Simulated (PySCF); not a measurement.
Species: C₇H₉ (doublet state).
Z-matrix (Å and degrees, GFN2-xTB geometry), rows numbered from 1:
```
C 
C   1  1.2897
C   2  1.5208  1  125.70
C   3  1.5062  2  114.55  1   130.58
C   4  1.3335  3   94.33  2   114.99
C   5  1.4815  4  135.83  3   178.95
C   5  1.5099  4   94.16  3     0.11
H   1  1.0660  2  138.06  3    -0.13
H   2  1.0840  1  121.42  3   179.61
H   3  1.0910  2  110.14  1    -1.56
H   4  1.0744  3  130.99  2   -64.21
H   6  1.0876  5  110.65  4     0.75
H   6  1.0902  5  110.23  4  -119.87
H   6  1.0904  5  110.24  4   121.46
H   7  1.0889  3  114.67  2     1.13
H   7  1.0892  3  114.69  2   128.82
```

The hyperfine couplings belong to this conformer and change with its torsions.

The species is `CC1=C[C@H](/C=[C]\[H])C1` [radical].

Method: PySCF 2.14.0, UKS B3LYP, pcH-1 on C H, non-relativistic, mean-field spin-orbit, GIAO. The structure is a single GFN2-xTB conformer in the gas phase; no vibrational or solvent corrections. A GFN2-xTB geometry isn't a minimum of the functional, and hyperfine couplings can be far from their values at a DFT geometry. Stability of the SCF solution: not tested.

Question: Give the principal g shifts and their parts.

Answer: 
| Δg (ppm) | 1 | 2 | 3 |
| --- | --- | --- | --- |
| relativistic mass correction | -148 | -148 | -148 |
| gauge correction | 32 | 5 | -52 |
| orbital Zeeman/spin–orbit | -458 | 44 | 546 |
| total | -573 | -99 | 347 |

So g = 2.00175, 2.00222, 2.00267 and g_iso = 2.00221; the tensor is rhombic: the two nearest values differ by 48 % of g3 − g1. Axes: g1 points within 10° of the C1–H8 bond and g2 points within 4° of the C2–C3 bond.

Question: At 9.713 GHz, how far is the centre of the isotropic spectrum from where a free electron (g = 2.002319) resonates?

Answer: B = hν/(g μB) with μB/h = 13.99624 MHz/mT gives 346.58 mT for the free electron and 346.60 mT at g_iso, 0.02 mT higher.

Question: Average each term over the three axes. Which is largest in size?

Answer: The mass correction -148, the orbital-Zeeman/spin–orbit term 44 and the gauge correction -5 ppm, for a total of -109 ppm. The mass correction is the largest in size. The mass correction is the same along every axis, so the anisotropy comes from the other two: their spans along these axes are 84 (gauge) and 1004 ppm (orbital Zeeman/spin–orbit).

Question: In a frozen sample, at which fields do the three g values resonate at 9.5, 34, 94 and 263 GHz (hyperfine left aside), and which band first spreads them over more than twice a line width of 0.5 mT?

Answer: 
| band | GHz | B(g3) mT | B(g2) mT | B(g1) mT | spread mT |
| --- | --- | --- | --- | --- | --- |
| X | 9.5 | 338.92 | 339.00 | 339.08 | 0.16 |
| Q | 34.0 | 1212.99 | 1213.26 | 1213.55 | 0.56 |
| W | 94.0 | 3353.57 | 3354.32 | 3355.11 | 1.54 |
| J | 263.0 | 9382.87 | 9384.96 | 9387.18 | 4.31 |

The spread grows in proportion to the frequency. W band is the first where it exceeds 1.0 mT.

Largest spin populations (Mulliken): C1 (+1.04), C2 (-0.17) and C3 (+0.07). C1 is the only atom above +0.15.

The HOMO–LUMO gaps are 6.19 eV among the α and 4.75 eV among the β orbitals.
